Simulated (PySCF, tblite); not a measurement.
Compound: C₃H₉F₃SSi₂.
SMILES with atom numbers: `[CH3:1][S:2][CH2:3][Si@@H:4]([SiH2:5][F:6])[CH:7]([F:8])[F:9]` (hydrogens: H10, H11, H12 on C1; H13, H14 on C3; H15 on Si4; H16, H17 on Si5; H18 on C7)

Geometry (GFN2-xTB, Å), atoms numbered from 1 in this order:
```
atom  x, y, z in Å
C1     3.4788   -0.0847    0.1535
S2     1.9361   -0.9384    0.5914
C3     0.7524    0.3841    0.1529
Si4   -1.0384   -0.1327    0.5827
Si5   -2.6184    1.4265   -0.0821
F6    -2.2587    2.7758    0.7325
C7    -1.3427   -1.7139   -0.5041
F8    -2.5712   -2.2432   -0.2347
F9    -1.3772   -1.3600   -1.8248
H10    3.5789    0.8155    0.7541
H11    4.2900   -0.7710    0.3726
H12    3.4715    0.1586   -0.9056
H13    0.8636    0.5838   -0.9139
H14    1.0429    1.2776    0.7037
H15   -1.0528   -0.6451    1.9619
H16   -3.9849    1.1330    0.3285
H17   -2.5686    1.8646   -1.4735
H18   -0.6100   -2.5241   -0.4067
```

Computed, not measured: PBE0/pcSseg-1 in PySCF (dipole) on a GFN2-xTB geometry, gas phase.

Masses are those of the commonest isotopes; rigid-rotor values at the optimised geometry. The values belong to one conformer with, in the numbering `[CH3:1][S:2][CH2:3][Si@@H:4]([SiH2:5][F:6])[CH:7]([F:8])[F:9]`, C1–S2–C3–Si4 -177°, S2–C3–Si4–Si5 -176°, C3–Si4–Si5–F6 -61°, C3–Si4–C7–F8 176°.

What are A, B and C (MHz)?

Ia = 476.73, Ib = 883.68, Ic = 1217.91 u·Å²; 505379 MHz·u·Å²/I gives A = 1060, B = 571.9, C = 415.0 MHz.

What kind of rotor is it?

An asymmetric top: κ = (2 × 571.9 − 1060 − 415.0)/(1060 − 415.0) = -0.51.

Is it planar, by Δ = Ic − Ia − Ib?

Not planar: Δ = Ic − Ia − Ib = -142.50 u·Å². For a rigid frame Δ = −2 Σ m c², so Σ m c² = 71.25 u·Å² lies off the ab plane: 11.78 from hydrogen and 59.47 from heavier atoms. The atom farthest from that plane is 2.04 Å away.

List the rotational levels J(Ka,Kc) to J = 5 (K).

Above 0(0,0), as E/k:
J = 1: 1(0,1) 0.047, 1(1,1) 0.071, 1(1,0) 0.078
J = 2: 2(0,2) 0.141, 2(1,2) 0.158, 2(1,1) 0.181, 2(2,1) 0.251, 2(2,0) 0.252
J = 3: 3(0,3) 0.277, 3(1,3) 0.288, 3(1,2) 0.333, 3(2,2) 0.393, 3(2,1) 0.400, 3(3,1) 0.530, 3(3,0) 0.530
J = 4: 4(0,4) 0.454, 4(1,4) 0.460, 4(1,3) 0.534, 4(2,3) 0.581, 4(2,2) 0.601, 4(3,2) 0.722, 4(3,1) 0.723, 4(4,1) 0.910, 4(4,0) 0.910
J = 5: 5(0,5) 0.670, 5(1,5) 0.673, 5(1,4) 0.780, 5(2,4) 0.815, 5(2,3) 0.855, 5(3,3) 0.962, 5(3,2) 0.967, 5(4,2) 1.150, 5(4,1) 1.150, 5(5,1) 1.392, 5(5,0) 1.392
The levels of one J sum to (2J + 1)J(J + 1)(A + B + C)/3.

Predict some low-J microwave lines.

The dipole components are |μa| = 1.75 D, |μb| = 1.16 D, |μc| = 0.62 D. The squared components, which scale the intensities, stand as 1.00 : 0.44 : 0.13 (a : b : c). Some lines, for components of 0.1 D or more:

```tsv
type	branch	J(Ka,Kc)	MHz	lower level (cm⁻¹)
a	Q	2(1,1) ← 2(1,2)	471	0.110
b	Q	2(1,1) ← 2(0,2)	834	0.098
a	Q	3(1,2) ← 3(1,3)	937	0.200
b	Q	3(1,2) ← 3(0,3)	1168	0.192
b	Q	3(2,1) ← 3(1,2)	1405	0.231
b	R	4(2,2) ← 3(3,1)	1486	0.368
b	Q	4(1,3) ← 4(0,4)	1667	0.315
b	R	2(1,2) ← 1(0,1)	2305	0.033
c	Q	4(3,2) ← 4(2,2)	2515	0.418
b	Q	4(3,1) ← 4(2,2)	2544	0.418
b	R	4(1,3) ← 3(2,2)	2931	0.273
a	R	3(2,2) ← 2(2,1)	2961	0.174
a	R	4(0,4) ← 3(0,3)	3684	0.192
b	R	4(1,4) ← 3(0,3)	3810	0.192
c	Q	4(4,1) ← 4(3,1)	3891	0.503
c	R	3(2,2) ← 2(1,2)	4896	0.110
b	R	3(2,1) ← 2(1,2)	5049	0.110
c	R	3(3,0) ← 2(2,0)	5784	0.175
c	R	4(2,3) ← 3(1,3)	6111	0.200
b	R	4(3,2) ← 3(2,1)	6700	0.278
c	R	4(4,0) ← 3(3,0)	7917	0.368
```

Estimate the classical rotational partition function at 10 K, 25 K and 50 K.

Point group C1, symmetry number σ = 1; q = (√π/σ)·√((kT/h)³/(ABC)), k/h = 20836.6 MHz/K: 10600 at 10 K, 42000 at 25 K, 119000 at 50 K.

Its GFN2-xTB frequencies are all real (lowest 24 cm⁻¹). Zero-point vibration and centrifugal distortion are left out. A rigid rotor knows nothing of internal rotation, which can split or shift real lines.
